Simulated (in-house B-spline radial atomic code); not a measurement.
**Ionising Eu XVI (Eu15+) with different functionals**

Computed with a B-spline radial code for spherical atoms: scalar-relativistic (spin-free X2C) Hamiltonian, Fermi nucleus of rms radius 5.1115 fm, spin-polarised at highest spin, spherical fractional occupations for the functionals. The ionisation energy is the difference of two self-consistent energies, [Kr] 4d10 4f2 → [Kr] 4d10 4f1, without Breit or QED terms; ε is the level of the shell that loses the electron (its least bound occupied spin orbital). There is no spin-orbit coupling in this Hamiltonian.

Hybrids are left out here: with spherical fractional occupations of an open shell their exact exchange keeps a self-interaction that integer-occupation calculations don't have.

```
           method      rung  ΔSCF (eV)  -ε(4f) (eV)
LDA exchange-only       LDA     309.49       293.19
             BP86       GGA     311.39       295.04
           r2SCAN  meta-GGA     310.39       294.23
          revTPSS  meta-GGA     310.71       294.42
```

**Question.** How do they compare with the NIST value?

**Answer.** NIST lists 311 eV ± 16 (tabulated theory, ground level to ground level). Errors run from -1.51 to +0.39 eV; all lie within about twice that uncertainty, so the table can't rank the methods.
